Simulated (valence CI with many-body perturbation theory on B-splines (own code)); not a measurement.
## C I: what the settings do

Calculated by valence CI with perturbative core correlation (CI+MBPT): four valence electrons over a frozen Dirac-Fock core [He], radial functions for each j: 6 s, 6 p, 5 d, 3 f, 1 g, with the one-electron correlation potential Σ1 (screened to all orders), the two-electron term Σ2, the three-electron term Σ3, Breit, model QED; selected single and double excitations, second order for the rest, scaled by the run's own slope (own B-spline code, finite nucleus).

Set against measurement, 25 paired levels are off by 119 cm⁻¹ on average, the worst by 286. Among the levels kept, up to 360 cm⁻¹ of a level comes from second order outside the variational space, and about a tenth of that is noise between levels of different J, which matters for small intervals.

The reference run has the lowest level 2s2 2p2 3P_0 and an ionisation energy of 11.2399 eV. Its largest variational space holds 10906 state functions.

```tsv
Level	Reference (cm⁻¹)	Shift (cm⁻¹)
2s2 2p2 3P_1	10.0	+1.3
2s2 2p2 3P_2	38.5	+0.3
2s2 2p2 1D_2	10363	+16
2s2 2p2 1S_0	21909	+25
2s 2p3 5S°_2	33449	-143
2s2 2p 3s 3P°_0	60214	+26
2s2 2p 3s 3P°_1	60232	+26
2s2 2p 3s 3P°_2	60271	+27
2s2 2p 3s 1P°_1	61903	+31
2s 2p3 3D°_3	64199	-108
2s 2p3 3D°_2	64200	-108
2s 2p3 3D°_1	64204	-108
```

The ionisation energy moves by +0.0038 eV.

Which of these changes was made?
A. shift of the energy in Σ1 (hartree) 0 → 0.089
B. box radius (bohr) 49.232 → 50; orbitals per symmetry with explicit Σ2 and valence Breit (the others get mean screening factors) 5 → 4
C. logarithmic knot step 0.27 → 0.8

C. logarithmic knot step 0.27 → 0.8.
